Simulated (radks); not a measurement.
Ionisation of the vanadium ion V+, [Ar] 3d4, to [Ar] 3d3 as the strength of local exchange is varied. Method: scalar-relativistic Kohn-Sham, Slater X-alpha exchange (alpha = 2/3 is LDA exchange), no correlation, spin-polarised, spherical densities, point nucleus; open shells are filled with parallel spins first; computed with a radial shooting solver on a logarithmic mesh with Libxc functionals.

alpha	E(V+) (hartree)	exchange (hartree)	IE (eV)	-e of the level emptied (eV)	<r> of it (bohr)
0.564	-938.70959	-34.78263	13.437	8.025 (3d)	1.640
0.667	-945.08741	-41.42568	14.987	9.220 (3d)	1.551
0.702	-947.26486	-43.70331	15.545	9.658 (3d)	1.523
0.755	-950.57199	-47.17176	16.420	10.355 (3d)	1.483
0.832	-955.39781	-52.25233	17.756	11.438 (3d)	1.430
0.834	-955.52349	-52.38494	17.792	11.467 (3d)	1.428
0.889	-958.98622	-56.04471	18.795	12.294 (3d)	1.393
1.014	-966.90318	-64.45401	21.218	14.337 (3d)	1.321

NIST Atomic Spectra Database: 14.63 eV (measured). The Delta-SCF value meets it near alpha = 0.64. Open shells are spherical and high-spin; term and fine-structure splittings are not resolved.
